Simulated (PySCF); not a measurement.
## SMILES Fc1cccpc1, C5H4FP

Geometry (Å), atoms numbered from 1 in this order:
```xyz
11

F    -2.522    0.614   -0.034
C    -1.246    0.160   -0.016
C    -0.241    1.113   -0.021
C     1.094    0.747   -0.004
C     1.522   -0.565    0.020
P     0.497   -1.964    0.032
C    -1.059   -1.202    0.005
H    -0.523    2.154   -0.039
H     1.836    1.534   -0.010
H     2.588   -0.755    0.034
H    -1.938   -1.833    0.007
```

Computed, not measured: GIAO OLYP/STO-3G magnetisability, rotational g tensor and spin-rotation constants, non-relativistic, gas phase in PySCF 2.14.0. Geometry: GFN2-xTB.

(1) Give the nuclear spin-rotation constants along the inertial axes (H = +C I·J) beside the isotropic shieldings.

Answers

(1) Rotational constants 4.1097, 2.0227, 1.3556 GHz. A star marks the isotopologue with that one atom substituted, in its own axes.
```csv
atom,isotope,Caa (kHz),Cbb (kHz),Ccc (kHz),mean (kHz),σ (ppm)
F1,19F,7.355,3.061,-0.016,3.466,271.8
P6,31P,9.150,4.701,0.941,4.930,239.2
H8,1H,0.020,-0.036,-0.136,-0.051,26.2
H9,1H,-0.405,0.184,-0.126,-0.116,25.7
H10,1H,0.352,-0.129,-0.140,0.028,24.8
H11,1H,-0.310,0.196,-0.143,-0.086,24.8
C2,13C*,1.184,0.561,0.156,0.634,108.7
C3,13C*,1.095,0.519,0.049,0.554,135.8
C4,13C*,0.988,0.640,0.055,0.561,126.9
C5,13C*,1.722,0.506,0.034,0.754,107.0
C7,13C*,1.007,0.832,0.033,0.624,110.6
```
For the geometry as given, no vibrational averaging.
